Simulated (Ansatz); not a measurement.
Input and output for H$_{3}$O$_{3}$Sn, SMILES `[OH][Sn]([OH])[OH]` radical.

```yaml
crystal:
  periodic: [false, false, false]
  atoms:
    - {symbol: O, position_ang: [-1.479613, 0.928925, -0.360814]}
    - {symbol: Sn, position_ang: [-0.400392, -0.642127, 0.085775]}
    - {symbol: O, position_ang: [0.595650, -0.073286, 1.717717]}
    - {symbol: O, position_ang: [0.876249, -0.794148, -1.317190]}
    - {symbol: H, position_ang: [-1.702168, 1.490343, 0.393856]}
    - {symbol: H, position_ang: [1.504776, -0.502975, 1.730668]}
    - {symbol: H, position_ang: [0.598914, -0.445889, -2.177155]}
basis:
  gaussian: {orbitals: STO-3G, fitting: {mean_field: cc-pVTZ-jkfit}}
magnetization: {spin_polarized: true, initial_magnetization: 1}
hamiltonian: {xc: {name: BHLYP}}
```

```sh
$ ansatz run in.yaml --threads 4 --pin off --events-out ev --progress --plain --max-ram 10444MiB
```

Output, abridged:

```
Functional definition: BHLYP
Error: <dir> the basis set cc-pVTZ-JKFIT has no functions for Sn
```
